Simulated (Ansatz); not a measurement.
Problem. Name a neutral molecule of B, C, F, O and H with HOMO energy (B3LYP/def2-TZVPP) between -7.95 and -7.65 eV and LUMO energy (B3LYP/def2-TZVPP) between 0.05 and 0.35 eV (Ansatz, PBE0-D4/def2-TZVP geometry).

Solution. `COC1OB1F` (-7.93 eV, 0.18 eV). Other molecules can fit too; these were computed, each in one conformer that needn't be the lowest.

B3LYP here is the variant with VWN-RPA as its local correlation; programs differ in this.
